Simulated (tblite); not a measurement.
Compound: C5H14NSi (doublet state).
Atom-mapped SMILES: `[CH3:1][C:2]([CH3:3])([CH3:4])[CH:5][NH:6][SiH3:7]` (hydrogens: H8, H9, H10 on C1; H11, H12, H13 on C3; H14, H15, H16 on C4; H17 on C5; H18 on N6; H19, H20, H21 on Si7)

Structure used (GFN2-xTB), in Å, numbered top down from 1:
```xyz
21
C5H14NSi angstrom
C     -1.924    0.609   -0.904
C     -0.862   -0.164   -0.109
C     -1.188   -0.066    1.386
C     -0.909   -1.648   -0.533
C      0.479    0.412   -0.427
N      1.537    0.383    0.444
Si     3.177    0.794    0.099
H     -1.708    0.564   -1.969
H     -2.912    0.186   -0.734
H     -1.936    1.653   -0.601
H     -1.051    0.952    1.744
H     -0.562   -0.737    1.973
H     -2.224   -0.351    1.555
H     -1.879   -2.082   -0.298
H     -0.739   -1.739   -1.603
H     -0.139   -2.214   -0.014
H      0.731    0.603   -1.455
H      1.266    0.170    1.392
H      3.696   -0.091   -0.951
H      3.839    0.603    1.386
H      3.300    2.179   -0.381
```

All values are computed: GFN2-xTB (tblite) harmonic vibrations without scaling, gas phase. The method is semi-empirical: single wavenumbers can be off by several per cent or more. Modes of hydrogen on silicon can be 10 to 20 % off. One conformer, not necessarily the lowest. Open shells enter through the occupations alone, without spin polarisation, and single modes of such species can be off by tens of per cent.

Harmonic wavenumbers (cm⁻¹): 25.1, 40.3, 132.8, 143.8, 191.1, 234.8, 242.2, 248.7, 294.2, 318.1, 345.8, 409.5, 440.1, 490.0, 517.1, 587.6, 607.9, 719.3, 791.6, 795.7, 836.7, 874.0, 935.4, 957.6, 958.2, 969.7, 1020.8, 1036.7, 1178.9, 1199.3, 1245.3, 1265.3, 1289.6, 1392.3, 1400.7, 1418.9, 1448.3, 1488.9, 1495.9, 1498.6, 1502.3, 1513.3, 1518.3, 2166.9, 2213.7, 2283.1, 3012.5, 3014.2, 3023.1, 3026.2, 3030.3, 3033.3, 3036.4, 3039.4, 3041.6, 3112.2, 3454.6.

A = 4156, B = 974.1, C = 962.8 MHz; mass 116.090 u (most abundant isotopes); point group C1, symmetry number 1; spin multiplicity 2.

Task: Zero-point energy?

Result: ½Σν̃ = 38254 cm⁻¹ = 109.37 kcal/mol.

Task: Entropy at 298.15 K, 1 bar (ideal gas, RRHO, classical rotation)?

Result: Translation 40.19, rotation 28.80, vibration 34.57, spin (R ln 2) 1.38: S = 104.9 cal/(mol K).

Task: And Cp and H(298.15 K) − H(0)?

Result: Cp = 42.66 cal/(mol K), of which vibrations give 34.71 (their classical limit is 57 R = 113.3); H(298.15 K) − H(0) = 7.66 kcal/mol without the zero-point energy, 5.29 from vibrations.

Task: Blend soft modes into free rotors: weight 1/[1 + (100 cm⁻¹/ν̃)⁴] for the oscillator and the rest for a rotor with moment μB/(μ + B), μ = h/(8π²ν), B = 10⁻⁴⁴ kg m². What vibrational entropy results?

Result: 31.07 cal/(mol K) in place of 34.57, which changes −T·S at 298.15 K by +1.04 kcal/mol.

Task: How do the functions run with temperature in this model?

Result: 
```csv
T (K),S (cal/(mol K)),Cp (cal/(mol K)),H − H(0) (kcal/mol),G − H(0) (kcal/mol),ln q(vib)
100,72.4,20.1,1.37,-5.87,2.51
200,90.2,32.0,4.00,-14.04,5.50
300,105.2,42.9,7.74,-23.82,8.51
500,131.7,61.8,18.29,-47.57,14.40
800,165.3,80.9,39.92,-92.29,22.69
1000,184.3,89.6,57.02,-127.28,27.80
```

q(vib) and H(0) count from the zero-point level.

Hindered rotation and anharmonicity are outside this model. Other conformers, if any are populated, would add a mixing term that is left out. The structure is chiral; the term R ln 2 for an equal mix with its mirror image is left out.
